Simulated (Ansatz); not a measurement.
A search over several starts for the lowest SCF solution of Zn2S⁺ at the given spin, in a small basis.

```yaml
crystal:
  periodic: [false, false, false]
  atoms:
    - {symbol: Zn, position_ang: [1.472877, -0.137966, 1.121672]}
    - {symbol: Zn, position_ang: [-1.810344, -0.019988, -0.410864]}
    - {symbol: S, position_ang: [0.337467, 0.157953, -0.710808]}
basis:
  gaussian: {orbitals: def2-SVP, initial_orbitals: start.molden}
total_charge: 1
magnetization: {spin_polarized: true, initial_magnetization: 1}
hamiltonian: {xc: pbe0, dispersion: d4}
output: {orbitals: {seedname: orbitals}}
```

The file start.molden holds the orbitals of an earlier run on this structure, at another level or in another basis.

```sh
$ ansatz run in.yaml --threads 4 --pin off --events-out ev --progress --plain --max-ram 3916MiB
```

Shortened log:

```
Functional definition: PBE0
753 factors; integrals over basis functions are off by at most 6.9e-4 eV
mean field evaluation 1: about -107632.4892 eV, gradient 1.1e1 eV
mean field evaluation 2: about -107632.8913 eV, gradient 4.7e-1 eV
mean field evaluation 4: about -107632.9555 eV, gradient 4.6e-3 eV
mean field evaluation 8: about -107623.3655 eV, gradient 4.0e1 eV
mean field evaluation 16: about -107632.9554 eV, gradient 1.1e-1 eV
mean field evaluation 32: about -107631.5736 eV, gradient 7.3e0 eV
mean field -107632.95549792 eV, -3955.4381583111 hartree, gradient 2.6e-5 eV, S^2 0.760341; 4 other end points of the search recorded, 0 dependent functions left out
reference -107632.95554387 eV, -3955.4381599997 hartree; 38, 37 occupied and 42, 43 virtual orbitals, 753 factors
Total energy: -107633.05403533 eV, -3955.4417794941 hartree
```

Run time 3.1 s (4 threads of Arm Neoverse V1 on a shared host).

The structure comes from a short search, and lower isomers may exist.
